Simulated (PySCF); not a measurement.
# Electron correlation in Si(2+) (silicon, charge +2)

[Ne] 3p2, high-spin 3P determinant (an excited configuration). Calculation: PySCF 2.14, in aug-cc-pV(T+d)Z with one added diffuse shell each of s, p, d, f type (7s6p5d3f, 71 functions); no relativity, point nucleus. Frozen: [Ne]; 2 electrons correlated.

With two correlated electrons CCSD is exact within the correlated space (frozen core and kept virtual orbitals).

```tsv
level	correlation energy (mhartree)
CCSD	-10.38
```

Diagnostics: T1 = 0.0014, D1 = 0.0019, largest double amplitude 0.067.

Cost of the coupled-cluster step: of the order of 1.2 core-seconds, for 2 correlated electrons.
